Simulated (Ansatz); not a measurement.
Total energies of CCl2NOSi, SMILES `O=C=N[Si](Cl)Cl` radical.

```xyz
6

O     0.0715    1.0547   -2.6718
C     0.0762    0.6405   -1.5884
N     0.1229    0.2273   -0.4632
Si   -0.4957   -0.5515    0.9098
Cl    0.7073   -2.1427    1.3482
Cl   -0.4822    0.7717    2.4655
```

The species carries charge 0 and has multiplicity 2. The geometry is a stationary point of PBE0-D4/def2-TZVP. It is one conformer, not always the lowest. Basis def2-TZVPP, Ansatz.

RPA on PBE orbitals: Hartree–Fock energy of these orbitals -1375.26373 Eh, correlation -1.61129 Eh (frozen core).

| functional | energy without D4 (Eh) | D4 term (kJ/mol) |
| --- | --- | --- |
| LDA (SPW92) | -1372.76642 | – |
| PBE | -1377.49061 | -21.6 |
| revPBE | -1377.91538 | -58.3 |
| BLYP | -1378.16044 | -46.7 |
| r2SCAN | -1378.02608 | -5.1 |
| B97M-V | -1377.84896 | – |
| PBE0 | -1377.58180 | -18.4 |
| B3LYP | -1378.23278 | -35.3 |
| r2SCANh | -1378.00881 | -5.6 |
| r2SCAN0 | -1377.98438 | -6.2 |
| HSE06 (plane-wave form) | -1377.55283 | -17.4 |
| BHLYP | -1378.09771 | -29.3 |
| CAM-B3LYP | -1378.15525 | -19.1 |
| LC-ωPBE | -1377.72395 | – |
| ωB97X-V | -1377.94446 | – |
| ωB97M-V | -1378.08569 | – |
| B2PLYP | -1377.69695 | – |
| PBE-QIDH | -1377.29946 | – |

B3LYP takes the VWN-RPA correlation (the form of Gaussian; ORCA's B3LYP/G). HSE06 is the plane-wave form, built on full-range PBE exchange. The double hybrids freeze the cores in their second-order part.

LC-ωPBE has ω = 0.4 bohr⁻¹.
